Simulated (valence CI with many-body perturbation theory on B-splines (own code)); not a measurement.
# Zn¹⁵⁺ in three bases

Computed by configuration interaction combined with many-body perturbation theory (CI+MBPT): five valence electrons over a frozen Dirac-Fock core [Ne], radial functions for each j: 9 s, 9 p, 8 d, 6 f, 3 g, 1 h, with the one-electron correlation potential Σ1 (screened to all orders), the two-electron term Σ2, the three-electron term Σ3, Breit, model QED; selected single and double excitations, second order for the rest, scaled by the run's own slope (own B-spline code, finite nucleus).

No measured spectrum was set against this ion. As an estimate, levels of excited configurations hold to 0.05 to 0.15 % of their energy, terms of the ground configuration to about 0.5 %. Among the levels kept, up to 1600 cm⁻¹ of a level comes from second order outside the variational space, and about a tenth of that is noise between levels of different J, which matters for small intervals.

The reference run has the lowest level 3s2.3p3 4S°_3/2 and an ionisation energy of 534.602 eV. Its largest variational space holds 19992 state functions.

Names give the largest LS component (configuration and term), which can be under half, so a name can repeat, a term be missing and a line seem to break the LS rules; names also repeat where a configuration has a term twice. Letters in brackets count levels of one name in rising energy.

Changed runs:
A. basis 6 s, 6 p, 5 d, 3 f, 1 g
B. basis 5 s, 5 p, 4 d, 2 f

Excitation energies of the reference run in cm⁻¹, and shifts in cm⁻¹:

| Level | Reference | A | B |
| --- | --- | --- | --- |
| 3s2.3p3 2D°_3/2 | 50554 | +191 | +711 |
| 3s2.3p3 2D°_5/2 | 62734 | +194 | +729 |
| 3s2.3p3 2P°_1/2 | 97952 | +242 | +859 |
| 3s2.3p3 2P°_3/2 | 117117 | +220 | +794 |
| 3s.3p4 4P_5/2 | 360387 | +5.5 | +83 |
| 3s.3p4 4P_3/2 | 381349 | -5.1 | +56 |
| 3s.3p4 4P_1/2 | 389000 | -3.6 | +73 |
| 3s.3p4 2D_3/2 | 447085 | +162 | +539 |
| 3s.3p4 2D_5/2 | 453457 | +162 | +544 |
| 3s2.3p2.3d 2P_3/2 [a] | 508771 | +202 | +475 |
| 3s.3p4 2S_1/2 [a] | 514456 | +259 | +746 |
| 3s2.3p2.3d 4F_3/2 | 543555 | +320 | +849 |
| Ionisation energy (eV) | 534.602 | -0.025 | -0.075 |
